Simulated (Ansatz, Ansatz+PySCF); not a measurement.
```xyz
2

Be    0.0000    0.0000   -1.6062
O     0.0000    0.0000    0.8031
```

Basis set: STO-3G (spherical functions). Left uncorrelated: 1 orbital. Charge 0, multiplicity 1.

Computed with Ansatz (development build ahead of 0.2.0); each method stands on the lowest determinant of its kind that the runs found. Restricted open shells among the atoms or ions are ROHF, correlated in semicanonical orbitals with singles. Restricted functionals stand beside restricted open-shell atoms, which can lie above the unrestricted atoms usual in DFT and then raise those values.

The atomization energy at this shape (free ground-state atoms in the same class of orbitals less the molecule, no zero-point energy) of singlet BeO:

```tsv
method	atomization energy
PBE0 (unrestricted)	1.49 kcal/mol
PBE0 (restricted)	-48.36 kcal/mol
UHF-MP2	-24.02 kcal/mol
RHF-CCSD(T)	-45.28 kcal/mol
RHF-MP2	-75.58 kcal/mol
UHF	-23.04 kcal/mol
```

**Question.** What does RHF give?

**Answer.** -84.90 kcal/mol. Caution: another spin multiplicity may lie lower; the shape is not the minimum. Caution for PBE0 (unrestricted), UHF-MP2, UHF: the unrestricted determinant is a mixture of spin states. Caution for PBE0 (restricted), RHF-CCSD(T), RHF-MP2, RHF: an unrestricted determinant lies well below. Caution for PBE0 (restricted), UHF-MP2, RHF-CCSD(T), RHF-MP2, RHF: the molecule lies well above its atoms at this level. Caution for UHF-MP2: a plain start can end on a higher determinant. Caution for UHF-MP2, RHF-CCSD(T), RHF-MP2: large amplitudes, a single reference is doubtful. Caution for RHF-CCSD(T): the program doubts this total; the program finds a lower state of this spin. Caution for UHF: a free atom is spin contaminated.

This basis has no polarisation functions and is too small for such energies, which can lie far from measured ones in either direction.
